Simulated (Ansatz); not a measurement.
Geometry optimisation, RKS BHLYP/def2-SVP in Ansatz.

Input:

```yaml
crystal:
  periodic: [false, false, false]
  atoms:
    - { symbol: Si, position_ang: [0.0, 0.0, 0.0] }
    - { symbol: Si, position_ang: [1.3097, 0.0, 2.0349] }
    - { symbol: H, position_ang: [-0.0051, -0.4067, 2.5222] }
    - { symbol: H, position_ang: [2.3193, -0.9353, 2.5222] }
    - { symbol: H, position_ang: [1.6149, 1.342, 2.5222] }
    - { symbol: H, position_ang: [1.6588, 0.0, 0.0648] }
    - { symbol: Cl, position_ang: [-1.0032, 1.7381, -0.7093] }
    - { symbol: Cl, position_ang: [-1.0032, -1.7381, -0.7093] }
basis:
  gaussian: { orbitals: def2-SVP }
hamiltonian:
  xc: { name: BHLYP }
relax:
  f_tol: 0.15
  max_steps: 25
  restrain:
    - { distance: [1, 5], at: 1.46, k: 30.0 }
    - { distance: [0, 1], at: 3.42, k: 30.0 }
    - { distance: [0, 5], at: 2.66, k: 30.0 }
```

Command:

```bash
$ ansatz run input.yaml --threads 2 --pin off --max-ram 3072MiB --backend cpu --events-out ev --progress --plain --runs-dir out
```

Problem. Where does it end, and by what steps?

Solution. The forces met the threshold. The restraints hold the end off the free minimum. After 23 steps the energy has fallen by 2.630 eV (the restraints' own energy left out); Si1 moved furthest, 1.21 Å. Parted: Si1–Si2 (2.42 → 3.43 Å). Joined: Si2–H6 (2.00 → 1.47 Å).

```csv
step,energy less start (eV),largest force component (eV/Å),accepted
0,0.0000,3.728,yes
1,1.1793,4.788,yes
2,0.8656,3.594,yes
3,0.3902,3.787,yes
4,-0.8303,2.684,yes
5,-1.6343,1.206,yes
6,-2.0891,0.518,yes
7,-2.3283,0.772,yes
8,-2.3857,0.689,yes
9,-2.4436,0.702,yes
10,-2.4756,0.656,no
11,-2.4577,0.641,yes
12,-2.4813,0.610,yes
13,-2.5051,0.669,yes
14,-2.5386,0.564,yes
15,-2.5595,0.767,yes
16,-2.5904,0.384,yes
17,-2.6044,0.392,yes
18,-2.5976,0.438,no
19,-2.6126,0.389,yes
20,-2.6186,0.403,yes
21,-2.6240,0.420,yes
22,-2.6266,0.426,yes
23,-2.6304,0.346,yes
```

```xyz
8
Properties=species:S:1:pos:R:3
Si -1.142 0.377 0.082
Si 1.572 -0.102 2.115
H 0.603 -0.971 2.811
H 2.954 -0.507 2.450
H 1.353 1.310 2.489
H 1.380 -0.239 0.665
Cl -0.575 1.613 -1.499
Cl -1.253 -1.481 -0.866
```

Run time: 55 s on 2 threads of Arm Neoverse V1 (shared host), peak memory 0.2 GiB.
